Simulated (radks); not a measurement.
Problem. All-electron atom: Nb+ in [Kr] 4d4 (the NIST ground configuration). All-electron calculation, scalar-relativistic Kohn-Sham, LDA (Slater exchange, Perdew-Wang correlation), spin-polarised, spherical densities, finite nucleus; open shells are filled with parallel spins first (spin-orbit coupling, left out, can overturn this in heavy ions); Fermi nuclear charge, rms radius 4.324 fm. Program: a radial shooting solver on a logarithmic mesh with Libxc functionals. Some entries of the table are withheld. Estimate them.

orbital  occ.  eigenvalue (hartree)  <1/r> (bohr^-1)  <r> (bohr)
1s down     1             -690.4235            42.35     0.03613
1s up       1             -690.4233            42.35     0.03613
2s up       1             -96.79236            9.514      0.1582
2s down     1             -96.78031            9.514      0.1582
2p up       3             -86.51989            9.268      0.1378
2p down     3             -86.51064            9.268      0.1378
3s up       1             -16.31645            3.247      0.4441
3s down     1             -16.30780            3.247      0.4441
3p up       3             -12.95932            3.088      0.4465
3p down     3             -12.94990            3.088      0.4464
3d up       5              -7.45266            2.853      0.4335
3d down     5              -7.43980            2.854      0.4332
4s up       1              -2.40670            1.172       1.162
4s down     1              -2.33761            1.180       1.155
4p up       3              -1.53485            1.028         (1)
4p down     3              -1.45809            1.037         (2)
4d up       4              -0.37768           0.6594       2.038
4d down     0              -0.29426           0.6464       2.118

Solution. 
(1) 4p up <r> (bohr): 1.307
(2) 4p down <r> (bohr): 1.299
